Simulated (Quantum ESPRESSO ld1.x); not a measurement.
Results of a calculation; reference values are marked as such.
The cadmium ion Cd+, 47 electrons, occupied as [Kr] 4d9.5 5s1.5 (fractional occupations, a model configuration).

Level of theory: scalar-relativistic Kohn-Sham, LDA (Slater exchange, Perdew-Zunger correlation), spin-polarised, spherical densities, point nucleus; open shells are filled with parallel spins first (ld1.x of Quantum ESPRESSO 7.5).

Energy parts (Ry):
part                       energy
total                 -11178.2303
kinetic                11628.9523
electron-nucleus      -26998.9558
Hartree                 4489.4484
exchange-correlation    -297.6751

Orbitals (lengths in bohr, moments of r in powers of bohr; <r^-3> diverges for s and p1/2):
| orbital | occ. | eigenvalue (Ry) | <r^-3> | <r> |
|---|---|---|---|---|
| 1s up | 1 | -1948.08 | - | 0.03043 |
| 1s down | 1 | -1948.08 | - | 0.03043 |
| 2s up | 1 | -290.015 | - | 0.1318 |
| 2s down | 1 | -290.007 | - | 0.1318 |
| 2p up | 3 | -260.481 | 4064 | 0.1149 |
| 2p down | 3 | -260.475 | 4064 | 0.1149 |
| 3s up | 1 | -54.7092 | - | 0.3590 |
| 3s down | 1 | -54.7031 | - | 0.3589 |
| 3p up | 3 | -45.0214 | 735.1 | 0.3576 |
| 3p down | 3 | -45.0149 | 735.1 | 0.3575 |
| 3d up | 5 | -29.8134 | 100.8 | 0.3350 |
| 3d down | 5 | -29.8052 | 100.8 | 0.3349 |
| 4s up | 1 | -8.62796 | - | 0.8772 |
| 4s down | 1 | -8.59990 | - | 0.8770 |
| 4p up | 3 | -5.76622 | 127.2 | 0.9570 |
| 4p down | 3 | -5.73724 | 127.3 | 0.9566 |
| 4d up | 5 | -1.68486 | 10.74 | 1.253 |
| 4d down | 4.5 | -1.65321 | 10.77 | 1.252 |
| 5s up | 1 | -1.06036 | - | 2.563 |
| 5s down | 0.5 | -1.02673 | - | 2.579 |
| 5p up | 0 | -0.60925 | 8.536 | 3.251 |
| 5p down | 0 | -0.58239 | 8.210 | 3.303 |
| 6s up | 0 | -0.25487 | - | 6.604 |
| 6s down | 0 | -0.24991 | - | 6.699 |
| 5d up | 0 | -0.18276 | 0.3232 | 6.169 |
| 5d down | 0 | -0.17577 | 0.2833 | 6.386 |
| 4f up | 0 | -0.06619 | 0.0007871 | 15.86 |
| 4f down | 0 | -0.06599 | 0.0007428 | 15.98 |

The highest occupied level is 5s down at -13.969 eV. Summed over all electrons, <r^2> = 39.90 bohr^2, which gives a Langevin (diamagnetic) susceptibility term of -31.6 x 10^-6 cm^3/mol. The density falls to 0.001 e/bohr^3 at r = 3.96 bohr.
